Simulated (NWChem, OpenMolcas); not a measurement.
**How basis sets differ on CH5BO2 (SMILES COBO)**

CH5BO2: 9 atoms, total charge 0, spin state singlet. As SMILES, `COBO`. Geometry: relaxed at PBE0-D4/def2-TZVP. This is one conformer, not always the lowest.

Each level gives the HOMO–LUMO gap (eV). The values are calculated.

| level | kind | program | value (eV) | CPU time |
| --- | --- | --- | --- | --- |
| HF/STO-3G | Hartree–Fock | NWChem | 19.32 | 1.2 s |
| HF/3-21G | Hartree–Fock | OpenMolcas | 17.96 | 3.5 s |
| HF/ANO-L-VDZP (RICD fitting) | Hartree–Fock | OpenMolcas | 14.61 | 5.6 s |
| HF/cc-pVDZ | Hartree–Fock | OpenMolcas | 17.49 | 10 s |

The values span 14.61 to 19.32 eV. A Hartree–Fock LUMO above zero doesn't converge with the basis: it sinks as sets grow more diffuse. Orbital gaps aren't excitation energies. Times are those of the runs behind each value, whatever else they computed, on shared processors of several kinds: orders of magnitude only.
